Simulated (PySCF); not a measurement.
Isomers of C7H16FNSi. Method: PBE0-D3(BJ)/def2-SVP geometry optimisation, gas phase (PySCF 2.14.0). Energies are electronic, without zero-point or thermal terms, for one conformer each. No frequencies were run at this level. Point groups hold within 0.08 Å.

Problem. Order them by energy at this level, lowest first, and give relative energies in kcal/mol.
A. `[CH3:1][CH:2]([CH3:3])[Si@@:4]1([CH3:5])[NH:6][CH2:7][CH2:8][C@@H:9]1[F:10]` with C1–C2–Si4–C5 -74°, C2–Si4–N6–C7 116°, Si4–N6–C7–C8 -23°, N6–C7–C8–C9 41°, C7–C8–C9–F10 75°
B. `[CH3:1][CH2:2][Si@@H:3]([F:4])[N:5]([CH3:6])[CH2:7][CH:8]1[CH2:9][CH2:10]1` with C1–C2–Si3–F4 58°, C2–Si3–N5–C6 151°, Si3–N5–C7–C8 122°, N5–C7–C8–C9 91°
C. `[CH3:1][CH2:2][C:3]1([CH2:4][CH3:5])[CH2:6][C@@H:7]([F:8])[SiH2:9][NH:10]1` with C1–C2–C3–C4 -57°, C2–C3–C4–C5 -53°, C2–C3–C6–C7 -157°, C3–C6–C7–F8 -81°, C6–C7–Si9–N10 -19°, C7–Si9–N10–C3 -3°
D. `[CH3:1][CH2:2][CH2:3][Si@@H:4]([NH:5][CH3:6])[C@@H:7]1[CH2:8][C@@H:9]1[F:10]` with C1–C2–C3–Si4 -177°, C2–C3–Si4–N5 -166°, C3–Si4–N5–C6 -52°, C3–Si4–C7–C8 149°

Solution. B (0.0), A (9.1), C (22.0), D (37.9).

As drawn, the lowest has an Si–F bond, which the highest lacks; the highest has an N–H bond, which the lowest lacks.

| SMILES | E (Eh) | E rel (kcal/mol) | dipole (D) | point group | A, B, C (MHz) |
| --- | --- | --- | --- | --- | --- |
| CC[Si@@H](F)N(C)CC1CC1 | -719.52384 | 0.0 | 2.11 | C1 | 1899, 566.9, 488.1 |
| CC(C)[Si@@]1(C)NCC[C@@H]1F | -719.50934 | 9.1 | 1.50 | C1 | 1602, 827.5, 746.5 |
| CCC1(CC)C[C@@H](F)[SiH2]N1 | -719.48875 | 22.0 | 1.70 | C1 | 1594, 895.4, 696.8 |
| CCC[Si@@H](NC)[C@@H]1C[C@@H]1F | -719.46341 | 37.9 | 2.02 | C1 | 979.9, 933.7, 516.4 |

Problem. How do the relative energies change in single points at PBE0/pcSseg-1 (no added dispersion term) on the same geometries?

Solution. 
```json
{"SMILES": "CC[Si@@H](F)N(C)CC1CC1", "PBE0-D3(BJ)/def2-SVP (kcal/mol)": "0.0", "PBE0/pcSseg-1 (kcal/mol)": "0.0", "shift": "0.0"}
{"SMILES": "CC(C)[Si@@]1(C)NCC[C@@H]1F", "PBE0-D3(BJ)/def2-SVP (kcal/mol)": "9.1", "PBE0/pcSseg-1 (kcal/mol)": "10.1", "shift": "+1.0"}
{"SMILES": "CCC1(CC)C[C@@H](F)[SiH2]N1", "PBE0-D3(BJ)/def2-SVP (kcal/mol)": "22.0", "PBE0/pcSseg-1 (kcal/mol)": "24.6", "shift": "+2.6"}
{"SMILES": "CCC[Si@@H](NC)[C@@H]1C[C@@H]1F", "PBE0-D3(BJ)/def2-SVP (kcal/mol)": "37.9", "PBE0/pcSseg-1 (kcal/mol)": "38.5", "shift": "+0.6"}
```

Each column counts from its own lowest isomer. The order is unchanged; the largest shift is 2.6 kcal/mol.
